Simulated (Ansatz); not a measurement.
NTi (`[N]#[Ti]`) radical. The species carries charge 0 and has multiplicity 2.

Question: What are the harmonic wavenumbers in cm⁻¹ at PBE0-D4/def2-TZVP (Ansatz, finite differences of forces, unscaled)? (Estimate.)

Answer: The calculation gave: 1181.

Question: Is this a minimum?

Answer: Yes, all 1 modes are real.
